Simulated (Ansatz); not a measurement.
`C[S][Al]([F])[SiH3]` → `F[CH]([SiH3])[AlH][SH]`  (isomerisation)

Isolated molecules relaxed with PBE0-D4/def2-TZVP in Ansatz; ΔE leaves out vibrations. CCSD(T)/CBS is the MP2 limit (def2-TZVPP, def2-QZVPP) plus CCSD(T) − MP2 in def2-TZVPP, frozen cores. DFT in def2-TZVPP. B3LYP here is the variant with VWN-RPA as its local correlation; programs differ in this. One conformer a species, not always the lowest.

```json
{"level": "B2PLYP", "ΔE (kJ/mol)": "254.7"}
{"level": "r2SCAN", "ΔE (kJ/mol)": "253.0"}
{"level": "B3LYP", "ΔE (kJ/mol)": "250.0"}
{"level": "CCSD(T)/def2-TZVPP", "ΔE (kJ/mol)": "255.3"}
```

Task: What does CCSD(T)/CBS give? (Estimate.)

Result: Ansatz gave: +259.0 kJ/mol. The listed levels differ from it by -4.3, -6.0, -9.0, -3.7 kJ/mol.

Largest T1 diagnostic among the species: 0.013.

In def2-TZVPP, CCSD(T) changes the Hartree–Fock value by +3.4 kJ/mol (the triples alone add −0.1 kJ/mol) and MP2 by +10.4 kJ/mol. From PBE to PBE0 (25 % exact exchange), in def2-TZVPP and without D4, ΔE moves by +4.1 kJ/mol.
